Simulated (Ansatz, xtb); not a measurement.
# Relative energy of two isomers of C4H7BO2Se

We compare a, `OB(O)C1=CC[Se]C1`, a singlet, with b, `OB(O)C1=C[Se]CC1`, a singlet. Both are isolated molecules in the gas phase, relaxed with B3LYP/def2-SVP; the shapes shown needn't be the lowest conformers.

a (Å):

```xyz
15

C     0.6350   -0.2296    0.4984
C     0.0895   -1.0990    1.3685
C     0.7425   -2.4222    1.6380
C     1.9181   -0.6499   -0.1801
B    -0.0163    1.1619    0.1879
O    -1.1762    1.5017    0.8321
O     0.6166    1.9690   -0.7198
Se    2.3697   -2.4596    0.5057
H    -1.5419    2.3659    0.6107
H     0.1956    2.8192   -0.8939
H    -0.8406   -0.8587    1.8960
H     1.0178   -2.5345    2.7001
H     0.0812   -3.2658    1.3783
H     1.8089   -0.6892   -1.2754
H     2.7450    0.0430    0.0411
```

b (Å):

```xyz
15

C     0.0013   -0.5631   -0.1436
C    -1.0451    0.0451    0.4533
C     0.4972    1.7919   -0.8228
C     0.7505    0.3101   -1.1392
B     0.3443   -2.0622    0.1044
O    -0.4220   -2.7794    0.9883
O     1.4090   -2.5936   -0.5805
Se   -1.3041    1.8800    0.0220
H    -0.1672   -3.7012    1.1086
H     1.5940   -3.5243   -0.4080
H    -1.7392   -0.4413    1.1424
H     1.2142    2.1827   -0.0856
H     0.5111    2.4377   -1.7110
H     0.3876    0.0728   -2.1581
H     1.8313    0.0943   -1.1434
```

Q: Estimate which is lower in electronic energy at CCSD(T)/def2-SVP + ΔMP2/def2-TZVPP, and by roughly how much.

A: Too close to call at this level: CCSD(T)/def2-SVP + ΔMP2/def2-TZVPP gives E(b) − E(a) = −0.44 kcal/mol.

The same difference at several levels:

| level | geometry | E(b) − E(a) (kcal/mol) | departure from the last row (kcal/mol) | job, with rough time for the two |
| --- | --- | --- | --- | --- |
| GFN2-xTB | GFN2-xTB | −0.93 | −0.48 | optimisation, 0.42 s |
| HF/STO-3G | GFN2-xTB | −0.52 | −0.07 | single point, 0.64 s |
| r2SCAN-D4/def2-SVP | GFN2-xTB | −1.36 | −0.92 | single point, 5.4 s |
| B3LYP/def2-SVP | B3LYP/def2-SVP | −0.55 | −0.10 | optimisation, 56 s |
| HF/def2-SVP | B3LYP/def2-SVP | +1.61 | +2.05 | part of the CCSD(T) run |
| MP2/def2-SVP | B3LYP/def2-SVP | −0.98 | −0.54 | part of the CCSD(T) run |
| CCSD(T)/def2-SVP | B3LYP/def2-SVP | −0.55 | −0.10 | single point |
| CCSD(T)/def2-SVP + ΔMP2/def2-TZVPP | B3LYP/def2-SVP | −0.44 |  | single point, 3.5 min |

As drawn, both hold the same kinds of bond in the same numbers.

The largest departure from CCSD(T)/def2-SVP + ΔMP2/def2-TZVPP is that of HF/def2-SVP, 2.05 kcal/mol. The last row adds to CCSD(T) the change of the MP2 difference between the two basis sets, here +0.10 kcal/mol.

With thermal terms from frequencies at re-optimised GFN2-xTB minima (ideal gas, soft modes damped towards free rotors, one conformer each, 298.15 K, 1 atm): the zero-point term adds +0.52 kcal/mol; ΔH is +0.01 and ΔG +0.18 kcal/mol.

The correlated steps freeze 16 core orbitals; the filled d shell of Se is correlated, in a basis made for valence electrons. Programs: Ansatz 0.2.0, xtb 6.7.1; the last row on 4 threads of Arm Neoverse V1 on a shared host.
